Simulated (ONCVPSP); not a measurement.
## Reading a pseudo-wave (lithium)

Columns: radius, all-electron u(r) and pseudo u(r) of the 1s shell (level -52.25 eV) of lithium in the configuration 1s2 2s0.75 2p0.25; PBE, scalar-relativistic, ONCV scheme, ONCVPSP 4.0.1.

```json
{"r (bohr)": "0.220", "all-electron": "1.0687", "pseudo": "1.0244"}
{"r (bohr)": "0.440", "all-electron": "1.1560", "pseudo": "1.2056"}
{"r (bohr)": "0.660", "all-electron": "0.9666", "pseudo": "0.9748"}
{"r (bohr)": "0.880", "all-electron": "0.7349", "pseudo": "0.7349"}
{"r (bohr)": "1.100", "all-electron": "0.5330", "pseudo": "0.5330"}
{"r (bohr)": "1.320", "all-electron": "0.3762", "pseudo": "0.3762"}
{"r (bohr)": "1.540", "all-electron": "0.2607", "pseudo": "0.2607"}
{"r (bohr)": "1.760", "all-electron": "0.1780", "pseudo": "0.1780"}
{"r (bohr)": "1.980", "all-electron": "0.1206", "pseudo": "0.1206"}
{"r (bohr)": "2.200", "all-electron": "0.0815", "pseudo": "0.0814"}
{"r (bohr)": "2.420", "all-electron": "0.0548", "pseudo": "0.0548"}
{"r (bohr)": "2.640", "all-electron": "0.0368", "pseudo": "0.0368"}
{"r (bohr)": "2.860", "all-electron": "0.0246", "pseudo": "0.0246"}
{"r (bohr)": "3.080", "all-electron": "0.0164", "pseudo": "0.0164"}
{"r (bohr)": "3.300", "all-electron": "0.0109", "pseudo": "0.0109"}
{"r (bohr)": "3.520", "all-electron": "0.0072", "pseudo": "0.0072"}
{"r (bohr)": "3.740", "all-electron": "0.0048", "pseudo": "0.0048"}
{"r (bohr)": "3.960", "all-electron": "0.0032", "pseudo": "0.0032"}
{"r (bohr)": "4.180", "all-electron": "0.0021", "pseudo": "0.0021"}
{"r (bohr)": "4.400", "all-electron": "0.0014", "pseudo": "0.0014"}
{"r (bohr)": "4.620", "all-electron": "0.0009", "pseudo": "0.0009"}
{"r (bohr)": "4.840", "all-electron": "0.0006", "pseudo": "0.0006"}
{"r (bohr)": "5.060", "all-electron": "0.0004", "pseudo": "0.0004"}
{"r (bohr)": "5.280", "all-electron": "0.0003", "pseudo": "0.0003"}
{"r (bohr)": "5.500", "all-electron": "0.0002", "pseudo": "0.0002"}
{"r (bohr)": "5.720", "all-electron": "0.0001", "pseudo": "0.0001"}
```

(1) How many radial nodes do the two functions have?

(2) At about which radius was the pseudo-wave matched?

(3) Is the pseudo-wave norm-conserving?

Answers

(1) The all-electron 1s function has n − l − 1 = 0; the pseudo-wave has 0.

(2) 1.00 bohr, where the columns begin to agree (steps of 0.22 bohr).

(3) Yes: the ONCV scheme keeps the norm inside the radius equal to the all-electron one, which fixes the energy derivative of the logarithmic derivative at the level.
